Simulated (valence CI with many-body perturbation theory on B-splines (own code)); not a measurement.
## Pb L: key properties

Calculated by relativistic CI+MBPT: five valence electrons over a frozen Dirac-Fock core [Ar] 3d10, a basis of 9 s, 9 p, 8 d, 6 f, 3 g, 1 h functions for each j, with the one-electron correlation potential Σ1, the two-electron term Σ2, the three-electron term Σ3, Breit, model QED; selected CI, second order for the rest (own B-spline code, finite nucleus).

No measured spectrum was set against this ion. As an estimate, large intervals hold to a few tenths of a per cent, small ones and those within an open d or f shell to about a per cent. Among the levels kept, up to 330 cm⁻¹ of a level comes from second order outside the variational space, and about a tenth of that is noise between levels of different J, which matters for small intervals.

Levels are named by their leading jj configuration (3d3/2^4 stands for four electrons in 3d with j = 3/2), which in mixed levels can hold well under half, so a name can repeat and another be missing.

Rates and lifetimes use the calculated energies. Strong lines usually hold to 10 to 20 %, long lifetimes can be off by a factor of two.

(1) What is the ground level?

(2) What are the static dipole polarisabilities of the lowest levels?

(3) Where does the other parity begin?

(4) Among levels below 543.05 eV, which E1 lines absorb most strongly from the ground level?

(5) Name the longest-lived excited levels whose lifetime is computed, and their main decay.

(6) How well does LS coupling describe the low levels?

(7) What is the ionisation energy?

## Answers

(1) (4s^2 4p1/2^2 4p3/2) J=3/2, composition 48 % 4s²4p³ ²P° + 27 % 4s²4p³ ²D° + 25 % 4s²4p³ ⁴S°, g = 1.350.

(2) (4s^2 4p1/2^2 4p3/2) J=3/2 0.0197 (tensor 0.0012) bohr³, of which the core gives 0.00124.

(3) At (4s^2 4p1/2^2 4d3/2) J=3/2, 182.90 eV.

(4) to (4s^2 4p1/2 4p3/2 4d3/2) J=5/2 at 3.409 nm, f = 0.767; to (4s^2 4p1/2 4p3/2 4d3/2) J=3/2 at 3.391 nm, f = 0.667; to (4s 4p1/2^2 4p3/2^2) J=3/2 at 4.166 nm, f = 0.282.

(5) (4s^2 4p1/2 4p3/2 4d5/2) J=9/2 at 382.22 eV lives 817 ns, mostly by E2 to (4s^2 4p1/2^2 4d5/2) J=5/2; (4s^2 4p1/2 4p3/2^2) J=5/2 at 164.70 eV lives 114 ns, mostly by M1 to (4s^2 4p1/2^2 4p3/2) J=3/2; (4s^2 4p1/2 4p3/2^2) J=1/2 at 172.70 eV lives 40.8 ns, mostly by M1 to (4s^2 4p1/2^2 4p3/2) J=3/2.

(6) Among the lowest 20 levels the leading LS term, summed over configurations, holds 54 % on average. For single configurations the figures are 54 % in LS and 96 % in jj coupling. Terms mix most in the J = 5/2 level at 225.30 eV, where the leading one holds 32 %.

(7) 2736.6 eV; NIST lists 2735 ± 4 eV (theoretical).
